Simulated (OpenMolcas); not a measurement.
Os3+ in a point-charge field

Os3+ among 6 point charges of -1.1 e arranged as an octahedron (Oh), 1.84 Å from the ion.

| Property | Result |
| --- | --- |
| Program | OpenMolcas |
| Method | SS-CASPT2, IPEA 0.25 Eh, imaginary shift 0.1 Eh (closed shells correlated: 5s 5p) |
| Basis | ANO-RCC-VDZP [7s6p4d2f1g] |
| Scalar Hamiltonian | DKH2, point nucleus |
| Active space | 5 electrons in 5 orbitals (5d) |
| State averaging | 2S+1 = 6 even, 1 root; 2S+1 = 4 even, 24 roots; 2S+1 = 2 even, 75 roots |
| Spin-orbit coupling | state interaction with AMFI integrals over the reference wave functions |

The lowest spin-free states (labels of O, the rotations of Oh), above the lowest:

```csv
State,Degeneracy,E (cm-1),Free-ion L (%)
6A1,1,0,S (100)
4T1,3,13130,G (60)
2T2,3,16130,I (34)
4T2,3,17890,G (64)
4E,2,22720,G (99)
4A1,1,23070,G (100)
2A2,1,23880,I (58)
4T2,3,24240,D (67)
2T1,3,25120,I (63)
2T2,3,25910,I (55)
4E,2,26930,D (99)
2E,2,27110,I (44)
2T1,3,30940,F (43)
4T1,3,32330,P (51)
2E,2,33030,I (45)
2A1,1,33170,I (95)
2T2,3,33820,I (58)
2T2,3,34680,D (46)
2A1,1,36510,G (89)
4A2,1,38280,F (100)
```

The lowest levels with spin-orbit coupling:

```json
{"E (cm-1)": "0", "Degeneracy": "2", "Label": "Γ7", "2S+1": "6 (71 %)", "g": "3.08 3.08 3.08"}
{"E (cm-1)": "490", "Degeneracy": "4", "Label": "Γ8", "2S+1": "6 (81 %)", "g": ""}
{"E (cm-1)": "8450", "Degeneracy": "2", "Label": "Γ7", "2S+1": "2 (53 %)", "g": "2.40 2.40 2.40"}
{"E (cm-1)": "13770", "Degeneracy": "4", "Label": "Γ8", "2S+1": "4 (80 %)", "g": ""}
{"E (cm-1)": "14350", "Degeneracy": "4", "Label": "Γ8", "2S+1": "4 (62 %)", "g": ""}
{"E (cm-1)": "16200", "Degeneracy": "2", "Label": "Γ6", "2S+1": "4", "g": "2.12 2.12 2.12"}
{"E (cm-1)": "17400", "Degeneracy": "4", "Label": "Γ8", "2S+1": "4 (78 %)", "g": ""}
{"E (cm-1)": "17510", "Degeneracy": "2", "Label": "Γ7", "2S+1": "4 (84 %)", "g": "2.02 2.02 2.02"}
{"E (cm-1)": "19970", "Degeneracy": "2", "Label": "Γ6", "2S+1": "4", "g": "3.21 3.21 3.21"}
{"E (cm-1)": "20220", "Degeneracy": "4", "Label": "Γ8", "2S+1": "4 (71 %)", "g": ""}
{"E (cm-1)": "20500", "Degeneracy": "4", "Label": "Γ8", "2S+1": "4 (61 %)", "g": ""}
{"E (cm-1)": "21430", "Degeneracy": "2", "Label": "Γ7", "2S+1": "2 (51 %)", "g": "3.02 3.02 3.02"}
{"E (cm-1)": "22900", "Degeneracy": "2", "Label": "Γ7", "2S+1": "4 (60 %)", "g": "0.90 0.90 0.90"}
{"E (cm-1)": "23020", "Degeneracy": "4", "Label": "Γ8", "2S+1": "4 (55 %)", "g": ""}
{"E (cm-1)": "23170", "Degeneracy": "2", "Label": "Γ6", "2S+1": "4 (68 %)", "g": "1.02 1.02 1.02"}
{"E (cm-1)": "23970", "Degeneracy": "4", "Label": "Γ8", "2S+1": "4 (78 %)", "g": ""}
{"E (cm-1)": "25230", "Degeneracy": "4", "Label": "Γ8", "2S+1": "4 (88 %)", "g": ""}
{"E (cm-1)": "26080", "Degeneracy": "2", "Label": "Γ6", "2S+1": "4", "g": "2.93 2.93 2.93"}
{"E (cm-1)": "26600", "Degeneracy": "2", "Label": "Γ7", "2S+1": "4 (64 %)", "g": "1.39 1.39 1.39"}
{"E (cm-1)": "27010", "Degeneracy": "4", "Label": "Γ8", "2S+1": "4 (63 %)", "g": ""}
```

Powder χT (cm3 K/mol): 0.907 at 2 K, 0.972 at 10 K, 1.3 at 50 K, 1.7 at 100 K, 2.47 at 200 K, 3 at 300 K. The effective moment at 300 K is 2.828 √(χT) = 4.90 μB.

Roots that are degenerate in the reference are averaged as groups; the widest CASPT2 spread within a group is 180 cm-1 (the 3-fold group of multiplicity 2 near 41000 cm-1 above the lowest state of its run). Shifts and gaps below about the spread of the groups concerned are not significant. This shell can be high or low spin here, a state of another spin lies low, and with metal d orbitals alone active their balance is uncertain, so the ground spin may be wrong. Point charges give a weaker field than real ligands, and real ions of this kind are as a rule low spin; the high spin found here belongs to the model. This field is weak: 10Dq is about 11376 cm-1, while octahedral complexes of 5d ions of charge 3 and more, computed by the same method with explicit ligands, had a median near 35000 cm-1. Ground spin and moment need not be those of a real site. Free-ion shares, where given, are those of the reference states; single-state CASPT2 does not remix them. Point charges carry no covalency, so the field is a model and not that of real ligands. No measured value stands beside these numbers.

The CASPT2 steps took 8 s on 1 thread of Intel(R) Xeon(R) 6975P-C (Granite Rapids), on a shared host; the integral step is not counted.
